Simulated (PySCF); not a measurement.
Ga(H)(Me)(OH), SMILES [CH3][GaH][OH] (CH₅GaO) (CAM-B3LYP/def2-SVP optimised geometry):

```
8

Ga    -0.351    -0.239     0.000
H     -1.353    -1.443     0.000
C      1.600    -0.239     0.000
H      1.968     0.306     0.883
H      1.967     0.296    -0.890
H      2.028    -1.250     0.006
O     -1.065     1.398     0.000
H     -2.028     1.443     0.002
```

Level of theory: CAM-B3LYP/def2-TZVP (PySCF).

Question: What are the frontier orbital energies and the dipole moment?

Answer: HOMO-2 -10.37 eV, HOMO-1 -10.19 eV, HOMO -9.47 eV, LUMO 0.15 eV, LUMO+1 1.39 eV; dipole moment 1.20 D.

On the same geometry PBE/def2-TZVP in PySCF 2.14.0 gives HOMO-2 -7.43 eV, HOMO-1 -7.05 eV, HOMO -6.77 eV, LUMO -1.49 eV, LUMO+1 -0.33 eV; dipole moment 0.96 D.

Meta-Löwdin charges at CAM-B3LYP/def2-TZVP: Ga1 0.67, H2 -0.10, C3 -0.57, H4 0.13, H5 0.13, H6 0.12, O7 -0.73, H8 0.33.
